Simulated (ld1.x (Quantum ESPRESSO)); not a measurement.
## chromium ultrasoft: all-electron and pseudo phase curves

Cr (Z = 24), ultrasoft, made with ld1.x (Quantum ESPRESSO) 7.5 (PBE, scalar-relativistic). Core [Ar], reference 3d5 4s0.5 4p0 (charge +0.5). Waves: 4s (bound): rcut 1.95, rcutus 2.50 bohr; 4s channel at 1.6 Ry: rcut 1.95, rcutus 2.50 bohr; 4p (bound, empty): rcut 2.60, rcutus 3.30 bohr; 4p channel at 1.7 Ry: rcut 2.60, rcutus 3.30 bohr; 3d (bound): rcut 1.80, rcutus 2.05 bohr; 3d channel at 2.65 Ry: rcut 1.80, rcutus 2.05 bohr. Local part: all-electron potential smoothed inside 1.60 bohr (lloc = -1). Core correction: none. Augmentation charge: PSQ, inside the norm-conserving radii.

The phase is arctan(r·u′/u) with u = r·R(r), unwrapped; energies in Ry, scanned from -3 to 5 Ry. A pole is an energy at which the radial function vanishes at the test radius. The pseudo phase is shifted by a multiple of π to meet the all-electron one at the reference energy, and phase errors are pseudo minus all-electron; the curves can meet again beyond the range given. Levels narrower than the energy grid can be missing from the lists of poles.

| channel | radius (bohr) | reference energy (Ry) | poles, all-electron | poles, pseudo | unbroken range about the reference energy with phases within 0.05 rad | phase error 1 Ry above the reference energy (rad) |
| --- | --- | --- | --- | --- | --- | --- |
| s | 3.59 | -0.50 | 0.12, 4.08 | 0.11, 4.06 | the whole range | +0.000 |
| p | 3.59 | -0.25 | 0.74, 4.78 | 0.74, 3.60 | below 2.3 | -0.001 |
| d | 3.59 | -0.46 | -0.40, 1.91 | -0.40, 1.91 | below 3.6 | -0.010 |

Phases in the p channel:

```tsv
E (Ry)	all-electron	pseudo
-3.00	1.396	1.395
-2.52	1.376	1.376
-2.04	1.348	1.347
-1.56	1.303	1.302
-1.08	1.216	1.215
-0.60	0.952	0.951
-0.12	-0.640	-0.640
0.36	-1.425	-1.426
0.84	-1.597	-1.598
1.32	-1.706	-1.706
1.80	-1.852	-1.852
2.28	-2.333	-2.359
2.76	-4.054	-4.165
3.24	-4.481	-4.566
3.72	-4.601	-4.781
4.20	-4.663	-7.499
4.68	-4.705	-7.749
```
